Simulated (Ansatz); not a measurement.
All values below come from frozen-core CCSD(T)/cc-pVTZ // B3LYP-D3(BJ)/def2-TZVP run with Ansatz (a quantum-chemistry and plane-wave program).

Ansatz 0.2 input:
```yaml
crystal:
  periodic: [false, false, false]
  atoms:
    - { symbol: B, position_ang: [-0.000024, -0.000015, -0.344416] }
    - { symbol: H, position_ang: [-0.186354, 1.110902, -0.726243] }
    - { symbol: H, position_ang: [0.931021, -0.619671, -0.749171] }
    - { symbol: H, position_ang: [-0.744648, -0.491219, 0.442284] }
basis:
  gaussian: { orbitals: cc-pVTZ }
correlation:
  method: ccsd_t
```

Output:

```
Functional definition: HF
397 factors; integrals over basis functions are off by at most 7.4e-4 eV
mean field evaluation 1: about -717.9658 eV, gradient 9.8e0 eV
mean field evaluation 2: about -717.9648 eV, gradient 9.8e0 eV
mean field evaluation 4: about -718.3846 eV, gradient 1.5e-1 eV
mean field evaluation 8: about -718.3847 eV, gradient 1.6e-4 eV
mean field -718.38470088 eV, -26.4001508187 hartree, gradient 2.0e-6 eV, S^2 0.000000; 0 other end points of the search recorded, 0 dependent functions left out
1 core orbitals not correlated
reference -718.38470088 eV, -26.4001508187 hartree; 3, 3 occupied and 68, 68 virtual orbitals, 397 factors
second order -3.08434814 eV of doubles, -0.00000000 eV of singles
cycle   1  -3.52150102 eV  change   -4.4e-1 eV  update   4.2e-2
cycle   2  -3.67139702 eV  change   -1.5e-1 eV  update   1.3e-2
cycle   3  -3.67528190 eV  change   -3.9e-3 eV  update   2.2e-3
cycle   4  -3.67489872 eV  change    3.8e-4 eV  update   5.0e-4
cycle   5  -3.67473290 eV  change    1.7e-4 eV  update   1.4e-4
cycle   6  -3.67474173 eV  change   -8.8e-6 eV  update   3.8e-5
cycle   7  -3.67474698 eV  change   -5.3e-6 eV  update   1.1e-5
cycle   8  -3.67474670 eV  change    2.8e-7 eV  update   2.8e-6
perturbative correction -0.06871140 eV, -0.0025250974 hartree
Total energy: -722.12815897 eV, -26.5377203663 hartree
```

Cost: about 0.5 core-seconds (a rough figure).
